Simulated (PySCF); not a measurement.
Cartesian coordinates in Å; atom numbers follow the order of the lines, from 1:
```xyz
19

C     0.1626   -2.1819    1.6647
C     0.7356   -1.3445    0.9969
C     1.3657   -0.3352    0.1953
C     2.4454   -0.6455   -0.5485
C     0.7640    1.0272    0.2152
C     1.5388    2.1201    0.1855
C    -0.7394    1.1246    0.2595
C    -1.3879    0.6960   -1.0562
N    -1.5306   -0.6444   -1.2144
O    -1.7342    1.5028   -1.8920
H    -0.3191   -2.9277    2.2703
H     2.8990    0.0985   -1.2067
H     2.8808   -1.6462   -0.5191
H     1.0971    3.1191    0.1615
H     2.6289    2.0478    0.1977
H    -1.0395    2.1654    0.4268
H    -1.1257    0.5076    1.0875
H    -1.1925   -1.3062   -0.5278
H    -1.8790   -0.9826   -2.1017
```

All values are calculated (PySCF 2.14): GIAO PBE0/pcSseg-1 shieldings, geometry: PBE0-D3(BJ)/def2-SVP. Single conformer, fast rotation and ring inversion assumed for equivalent nuclei, isolated molecule, no relativistic terms.

Scale: ¹³C vs TMS (reference shieldings calculated alike).

Do the ¹³C shifts follow the atomic charges (in e)? Tabulate both.

Results:


```json
{"atoms": "C8", "hybridisation": "sp2", "δ (ppm)": "168.5", "σ para (ppm)": "-231", "Hirshfeld": "+0.17", "IAO": "+0.45", "Mulliken": "+0.40", "ESP-fitted": "+0.85"}
{"atoms": "C5", "hybridisation": "sp2", "δ (ppm)": "151.0", "σ para (ppm)": "-224", "Hirshfeld": "+0.01", "IAO": "+0.02", "Mulliken": "-0.27", "ESP-fitted": "+0.26"}
{"atoms": "C3", "hybridisation": "sp2", "δ (ppm)": "138.7", "σ para (ppm)": "-212", "Hirshfeld": "+0.01", "IAO": "-0.02", "Mulliken": "-0.35", "ESP-fitted": "+0.06"}
{"atoms": "C4", "hybridisation": "sp2", "δ (ppm)": "137.2", "σ para (ppm)": "-202", "Hirshfeld": "-0.07", "IAO": "-0.27", "Mulliken": "-0.02", "ESP-fitted": "-0.43"}
{"atoms": "C6", "hybridisation": "sp2", "δ (ppm)": "124.5", "σ para (ppm)": "-192", "Hirshfeld": "-0.09", "IAO": "-0.30", "Mulliken": "-0.06", "ESP-fitted": "-0.53"}
{"atoms": "C1", "hybridisation": "sp", "δ (ppm)": "89.8", "σ para (ppm)": "-165", "Hirshfeld": "-0.10", "IAO": "-0.24", "Mulliken": "-0.37", "ESP-fitted": "-0.43"}
{"atoms": "C2", "hybridisation": "sp", "δ (ppm)": "87.1", "σ para (ppm)": "-159", "Hirshfeld": "-0.03", "IAO": "-0.03", "Mulliken": "+0.37", "ESP-fitted": "+0.03"}
{"atoms": "C7", "hybridisation": "sp3", "δ (ppm)": "46.2", "σ para (ppm)": "-111", "Hirshfeld": "-0.08", "IAO": "-0.32", "Mulliken": "-0.17", "ESP-fitted": "-0.57"}
```

Correlation coefficients of δ with charge over these carbons: Hirshfeld +0.67, IAO +0.64, Mulliken +0.16, ESP-fitted +0.67; with the paramagnetic shielding -0.99. Among the 5 sp2 carbons alone: Hirshfeld +0.95, IAO +0.95, Mulliken +0.56, ESP-fitted +0.96. With so few points, grouped by hybridisation, these coefficients are fragile. Charge is one influence among several: hybridisation and low-lying excitations act through the paramagnetic term.

Shifts are as computed. Against solution values, carbons near 30 ppm lie about +2 ppm off and those near 130 ppm about +5 ppm. Of 1211 compounds with measured shifts, 218 miss one by over three times the rms of a fit or turn the order of signals round; such compounds aren't used in these exercises. Hydrogen bonding in solution deshields acid and N–H amide carbonyl carbons by as much as 10 ppm beyond these values.
